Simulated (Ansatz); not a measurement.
`C=NC[SeH]` and `C=NCS[SiH3]` differ in one atom or group.

Ansatz, PBE0-D4/def2-TZVP geometries, multiplicity 1. Each molecule was computed in one conformer, which needn't be the lowest.

Scalar relativity is left out up to krypton.

| property | `C=NC[SeH]` |
| --- | --- |
| size of the dipole moment (PBE/def2-TZVPP) / D | 2.11 |
| HOMO–LUMO gap (PBE0/def2-TZVPP) / eV | 5.81 |
| HOMO energy (ωB97M-V/def2-TZVPP) / eV | -8.90 |
| HOMO energy (PBE/def2-TZVPP) / eV | -5.56 |
| LUMO energy (ωB97M-V/def2-TZVPP) / eV | 1.27 |
| HOMO energy (PBE0/def2-TZVPP) / eV | -6.69 |

Task: What does the change do to each property? (An estimate is asked.)

Result: Computed: 
```tsv
property	`C=NCS[SiH3]`	shift
size of the dipole moment (PBE/def2-TZVPP) / D	2.30	0.19
HOMO–LUMO gap (PBE0/def2-TZVPP) / eV	6.04	0.23
HOMO energy (ωB97M-V/def2-TZVPP) / eV	-9.15	-0.25
HOMO energy (PBE/def2-TZVPP) / eV	-5.77	-0.21
LUMO energy (ωB97M-V/def2-TZVPP) / eV	1.29	0.02
HOMO energy (PBE0/def2-TZVPP) / eV	-6.96	-0.27
```

The zero-point energy changes by 51.1 kJ/mol with +9 modes. Dipoles are sizes alone; their direction can turn.

Spin–orbit coupling is left out; it splits and shifts lone-pair levels of the heavy atoms by tenths of an eV.
